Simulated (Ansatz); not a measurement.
`BOC=N` + `Cl[SiH]1N[SiH2]1` → `BN1[SiH2][SiH]1Cl` + `N=CO`  (ligand exchange at a B–O bond)

Gas-phase electronic energies from Ansatz, PBE0-D4/def2-TZVP geometries. CBS: MP2 limit from def2 TZ/QZ plus the TZ coupled-cluster correction, frozen cores. This one scheme is used for every species. Each species was taken in one conformer, which may not be the lowest.

| species | MP2/def2-TZVPP energy (Eh) |
| --- | --- |
| `BOC=N` | -194.98087 |
| `Cl[SiH]1N[SiH2]1` | -1094.88719 |
| `BN1[SiH2][SiH]1Cl` | -1120.27758 |
| `N=CO` | -169.59313 |

Problem. Work out ΔE.

Solution. ΔE = (-1120.27758) + (-169.59313) − (-194.98087) − (-1094.88719) = -0.00265 Eh = -0.07 eV. CCSD(T)/CBS gives -0.04 eV.

Problem. What do rigid-rotor, harmonic-oscillator terms from PBE0-D4/def2-TZVP frequencies (298.15 K, 1 bar) make of the CCSD(T)/CBS value? (Best estimate.)

Solution. Ansatz gave: ΔZPE = 0.00 eV, ΔH = -0.03 eV, ΔS = 2 J/(mol·K), ΔG = -0.03 eV.

Largest T1 diagnostic among the species: 0.015.

Leaving LDA and LC-ωPBE aside and taking each functional with its dispersion term where it has one, the values, not all of them listed here, spread over 0.10 eV, from revPBE-D4 to CAM-B3LYP-D4. The D4 term adds −0.04 eV with B3LYP and −0.02 eV with PBE0; it sums over pairs of atoms, weighted by their polarisabilities, and B3LYP, whose exchange is more repulsive, gets the larger term.

B3LYP here is the variant with VWN-RPA as its local correlation; programs differ in this.
